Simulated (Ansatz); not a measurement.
`[F][Al]1[SiH2][S]1`, 6 atoms. The species carries charge 0 and has multiplicity 1. All runs use 2 threads of an Arm Neoverse V2 on a shared host. Correlated methods freeze the cores. Open-shell runs search over several starts.

Task: Give the basis size and wall time and peak host memory of each of these runs in Ansatz. direct RPA on PBE orbitals/def2-TZVPP energy; RKS PBE-QIDH (frozen core)/def2-TZVPP energy; UKS r2SCAN-D4/def2-TZVPP energy of the cation; RKS PBE0-D4/def2-SVP energy; RKS B3LYP-D4/def2-TZVPP energy and forces; RHF-CCSD(T)/def2-SVP energy; UKS ωB97M-V/def2-TZVPP energy of the cation; RKS PBE0-D4/def2-TZVP frequencies; RKS PBE0-D4/def2-TZVP relaxation (6 steps); UHF-CCSD(T)/def2-TZVPP energy of the cation; RHF-CCSD(T)/def2-TZVPP energy; RKS ωB97M-V/def2-SVP energy. (Best estimate.)

Result: Ansatz gave: Other jobs shared the machine, so times are rough.

```json
{"level": "RKS PBE0-D4/def2-SVP", "job": "energy", "functions": "78", "wall time": "1.1 s", "peak host memory (GiB)": "0.14"}
{"level": "RHF-CCSD(T)/def2-SVP", "job": "energy", "functions": "78", "wall time": "1.4 s", "peak host memory (GiB)": "0.18"}
{"level": "direct RPA on PBE orbitals/def2-TZVPP", "job": "energy", "functions": "185", "wall time": "3.5 s", "peak host memory (GiB)": "0.32"}
{"level": "RKS B3LYP-D4/def2-TZVPP", "job": "energy and forces", "functions": "185", "wall time": "4.2 s", "peak host memory (GiB)": "0.43"}
{"level": "RKS PBE-QIDH (frozen core)/def2-TZVPP", "job": "energy", "functions": "185", "wall time": "4.9 s", "peak host memory (GiB)": "0.37"}
{"level": "RKS ωB97M-V/def2-SVP", "job": "energy", "functions": "78", "wall time": "6 s", "peak host memory (GiB)": "0.22"}
{"level": "UKS r2SCAN-D4/def2-TZVPP", "job": "energy of the cation", "functions": "185", "wall time": "13 s", "peak host memory (GiB)": "0.31"}
{"level": "RKS PBE0-D4/def2-TZVP", "job": "relaxation (6 steps)", "functions": "154", "wall time": "20 s", "peak host memory (GiB)": "0.35"}
{"level": "RHF-CCSD(T)/def2-TZVPP", "job": "energy", "functions": "185", "wall time": "34 s", "peak host memory (GiB)": "1.6"}
{"level": "UKS ωB97M-V/def2-TZVPP", "job": "energy of the cation", "functions": "185", "wall time": "47 s", "peak host memory (GiB)": "1"}
{"level": "RKS PBE0-D4/def2-TZVP", "job": "frequencies", "functions": "154", "wall time": "68 s", "peak host memory (GiB)": "0.34"}
{"level": "UHF-CCSD(T)/def2-TZVPP", "job": "energy of the cation", "functions": "185", "wall time": "2.6 min", "peak host memory (GiB)": "3.9"}
```

B3LYP here is the variant with VWN-RPA as its local correlation; programs differ in this.
